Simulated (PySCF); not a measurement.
**Magnetisability: `Cl[SiH]1OCCO1`, C2H5ClO2Si**

Cartesian coordinates in Å; atom numbers follow the order of the lines, from 1:
```xyz
11

Cl    2.993   -0.348    0.931
Si    1.303   -0.755   -0.027
O     0.036   -0.806    1.007
C    -1.053   -0.073    0.518
C    -0.523    0.915   -0.546
O     0.749    0.482   -0.944
H     1.403   -1.955   -0.833
H    -1.528    0.444    1.353
H    -1.770   -0.769    0.070
H    -0.430    1.924   -0.132
H    -1.174    0.943   -1.422
```

Level of theory: PySCF 2.14.0, GIAO CAM-B3LYP/pcSseg-1 magnetisability, rotational g tensor and spin-rotation constants, non-relativistic, gas phase. Geometry: GFN2-xTB.

(1) What are the magnetisability and the molar susceptibility?

(2) Split it along the inertial axes a, b, c into diamagnetic and paramagnetic parts about the centre of mass, with the quadrupole moment.

(3) And the rotational g tensor?

Answers

(1) Isotropic -1123 × 10⁻³⁰ J/T², or -67.6 × 10⁻⁶ cm³/mol; principal values -1182, -1139, -1047 × 10⁻³⁰ J/T², anisotropy 120 × 10⁻³⁰ J/T² (root of half the summed squared differences of the principal values). The susceptibility is in cgs units.

(2) 
| axis | χ (10⁻⁶ cm³/mol) | diamagnetic (10⁻⁶ cm³/mol) | paramagnetic (10⁻⁶ cm³/mol) | summed x² of all electrons (Å²) | quadrupole Θ (D Å) |
| --- | --- | --- | --- | --- | --- |
| a | -71.2 | -313.1 | 241.8 | 157.1 | +6.42 |
| b | -63.1 | -778.2 | 715.1 | 47.5 | -7.81 |
| c | -68.6 | -868.1 | 799.5 | 26.3 | +1.39 |

Anisotropies 2χaa − χbb − χcc = -10.8 and 2χbb − χaa − χcc = +13.7 × 10⁻⁶ cm³/mol. Θ is traceless in Buckingham's convention.

(3) 
```tsv
axis	rotational constant (GHz)	g	nuclear part	electronic part
a	5.4943	-0.0484	0.5759	-0.6243
b	1.6793	-0.0146	0.5496	-0.5642
c	1.4720	-0.0127	0.5402	-0.5529
```
Asymmetric top; isotopes 12C, 35Cl, 1H, 16O, 28Si; no vibrational averaging.
